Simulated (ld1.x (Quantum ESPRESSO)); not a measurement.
## What one change does to a pseudopotential (silicon (Si), PAW)

ld1.x (Quantum ESPRESSO) 7.5 input, shortened:

```
&input
   title='Si', zed=14., rel=1, dft='PBE', iswitch=3,
   config='[Ne] 3s1.75 3p2.25'
 /
 &inputp
   pseudotype=3, lpaw=.true., tm=.true., lloc=-2, rcloc=1.60,
   nlcc=.false.,
   which_augfun='PSQ', rmatch_augfun=1.20
 /
4
3S  1  0   1.75   0.00  1.65  2.05  0.0
3S  1  0   0.00  -0.40  1.65  2.05  0.0
3P  2  1   2.25   0.00  1.65  2.15  0.0
3P  2  1   0.00   1.45  1.65  2.15  0.0
 &test
   configts(1)='3s1.75 3p2.25'
 /
```

All-electron outer shells of the reference configuration (PBE, scalar-relativistic, ld1.x):

```csv
shell,level (eV),outermost node (bohr),outermost maximum (bohr)
2s,-139.93,0.15,0.45
2p,-95.98,–,0.39
3s,-11.01,0.72,1.77
3p,-4.23,0.72,2.14
```

Change: wave 3p channel at 1.45 Ry: rcut 1.65, rcutus 2.15 bohr becomes 3p channel at 0.4 Ry: rcut 1.65, rcutus 2.15 bohr.

Cutoffs: the cutoffs (Ry, on a coarse ladder) from which the occupation-weighted sum of valence levels, in a spherical-Bessel basis at the reference potential, stays within 10 and 1 mRy of its value at 400 Ry; they do not see the model core or the augmentation charge, which bear on the density cutoff. Errors are all-electron minus pseudo energies relative to the spin-unpolarised reference configuration.

Predict the effect on cutoff, ghosts and configuration errors.

The potential gets neither clearly harder nor softer (8 Ry and 15 Ry → 8 Ry and 15 Ry); the errors of the 7 common tests hardly move; neither file shows a bound ghost.

| quantity | base | changed |
| --- | --- | --- |
| cutoff, loose | 8 Ry | 8 Ry |
| cutoff, tight | 15 Ry | 15 Ry |
| bound ghosts | none | none |
| error for 3s2 3p2, meV [ΔE -1.69 eV] | -1.1 | -1.1 |
| error for 3s2 3p1, meV [ΔE 6.05 eV] | -0.7 | -0.7 |
| error for 3s2 3p0, meV [ΔE 22.04 eV] | -7.4 | -7.4 |
| error for 3s1 3p3, meV [ΔE 5.13 eV] | -1.4 | -1.4 |
| error for 3s2 3p2.3, meV [ΔE -2.62 eV] | -0.6 | -0.6 |
| error for 3s0 3p4, meV [ΔE 12.09 eV] | -2.8 | -3.0 |
| error for 3s2 3p1.5, meV [ΔE 1.23 eV] | -2.0 | -2.0 |
| s: phases at 2.35 bohr within 0.05 rad from the reference energy up to (Ry; the scan ends near 5) | 3.6 | 3.6 |
| p: phases at 2.35 bohr within 0.05 rad from the reference energy up to (Ry; the scan ends near 5) | 4.7 | 4.4 |
| lowest overlap eigenvalue by channel | s 0.46, p 0.81 | s 0.46, p 0.83 |
